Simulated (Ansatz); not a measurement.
Job for Ansatz (a program for electronic structure): U-CAM-B3LYP/def2-TZVPP on MgBe-, 2S+1 = 2, a spin state set in the input, which need not be the lowest, a point of a bond scan (R = 2.691 Å). Charge -1.

Ansatz 0.2 input:
```yaml
crystal:
  periodic: [false, false, false]
  atoms:
    - {symbol: Be, position_ang: [0.00000000, 0.00000000, 0.00000000]}
    - {symbol: Mg, position_ang: [0.00000000, 0.00000000, 2.69051600]}
basis:
  gaussian:
    orbitals: def2-TZVPP
    pivot_positions_ang: [[0.00000000, 0.00000000, 0.00000000], [0.00000000, 0.00000000, 2.69051600]]
hamiltonian:
  xc: {name: CAM-B3LYP}
total_charge: -1
magnetization: {spin_polarized: true, initial_magnetization: 1}
output: {forces: true, orbitals: {seedname: ./end}}
```

The log:

```
WARN ansatz: RAYON_NUM_THREADS=2 ignored (pool sized by the plan → 2); use --threads N
Functional definition: CAM-B3LYP
integrals: 0.01 GiB planned
429 factors; their error is unknown
integrals: 0.04 GiB planned
193 factors; integrals over basis functions are off by at most 4.9e-6 eV
mean field: 0.16 GiB planned
mean field evaluation 1: about -5842.2754 eV, gradient 5.6e0 eV
mean field evaluation 2: about -5842.6123 eV, gradient 3.8e0 eV
mean field evaluation 4: about -5842.7549 eV, gradient 4.2e-1 eV
mean field evaluation 8: about -5842.7728 eV, gradient 6.2e-2 eV
mean field evaluation 16: about -5842.7873 eV, gradient 1.9e-3 eV
mean field evaluation 32: about -5842.8343 eV, gradient 3.7e-2 eV
mean field evaluation 64: about -5842.2857 eV, gradient 2.2e0 eV
mean field -5842.83439467 eV, -214.7202035886 hartree, gradient 2.2e-7 eV, S^2 0.778489; 7 other end points of the search recorded, 0 dependent functions left out
the calculation of the forces begins
reference -5842.83447512 eV, -214.7202065451 hartree; 9, 8 occupied and 42, 43 virtual orbitals, 429 factors
Total energy: -5842.83447512 eV, -214.7202065451 hartree
Atom 0 at     0.000000     0.000000     0.000000 Å, force     0.000000    -0.000000    -0.364579 eV/Å
Atom 1 at     0.000000     0.000000     2.690516 Å, force    -0.000000     0.000000     0.364579 eV/Å
Dipole moment:     0.000000    -0.287782     0.604755 e Å
```

The calculation finished and met its thresholds.

Cost: about 6 core-seconds (a rough figure).
